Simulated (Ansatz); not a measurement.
La2F6, relaxed as a singlet with RKS PBE0-D4/def2-SVP in Ansatz, starting from the GFN1-xTB geometry. Force threshold 0.02 eV/Å.

In the def2 sets La takes a core potential; there is no spin–orbit coupling. The relaxation made no stability test and no search for a lower SCF solution. No other spin state of charge 0 was run. The structure comes from a short search, and lower isomers may exist.

Start:

Cartesian coordinates in Å:
```
La 0.4956 -0.1537 1.0426
La -0.2045 0.5658 -0.9886
F -2.2442 0.6085 -1.4958
F 0.1099 -0.9303 -1.4315
F 1.2212 -2.1041 1.2842
F 1.9996 0.3759 0.8188
F -1.0517 -0.4546 1.2632
F -0.3259 2.0926 -0.4929
```

```
         step  energy (eV)  largest force component (eV/Å)  SCF passes
            1  -17965.3997                          38.898          18
            2  -17990.3018                          16.595          30
            3  -18000.9203                           6.183          25
            4  -18003.8797                           2.378          24
            5  -18005.3277                           2.044          25
            6  -18006.1642                           1.342          25
            7  -18006.7257                           0.963          19
            8  -18007.1823                           0.649          25
            9  -18007.3669                           0.577          20
           10  -18007.5684                           0.371          24
           11  -18007.6955                           0.284          25
           12  -18007.7988                           0.360          25
           13  -18007.8746                           0.208          19
           14  -18007.9294                           0.139          19
           15  -18007.9627                           0.188          19
           16  -18007.9896                           0.023          19
17 (rejected)  -18007.9863                           0.130          19
           18  -18007.9928                           0.164          19
           19  -18007.9972                           0.067          19
20 (rejected)  -18007.9969                           0.062          20
           21  -18007.9981                           0.002          21
```

Force components are those of the run's own axes.

End:

| atom | x (Å) | y (Å) | z (Å) |
| --- | --- | --- | --- |
| La1 | 1.273 | -1.000 | 1.033 |
| La2 | -1.276 | 0.997 | -1.034 |
| F3 | -3.041 | 0.099 | -1.837 |
| F4 | 0.672 | -0.319 | -1.137 |
| F5 | 1.020 | -3.081 | 1.449 |
| F6 | 3.027 | -0.074 | 1.830 |
| F7 | -0.683 | 0.303 | 1.135 |
| F8 | -0.993 | 3.076 | -1.439 |

Bonds lost: La1–F8, La2–F6 (atoms count from 1). The end is the same structure that another start reached, the lowest one found.

No frequencies were taken in this run, so the end may be a saddle point.

Run time 75 s (4 threads of Arm Neoverse V1 on a shared host).
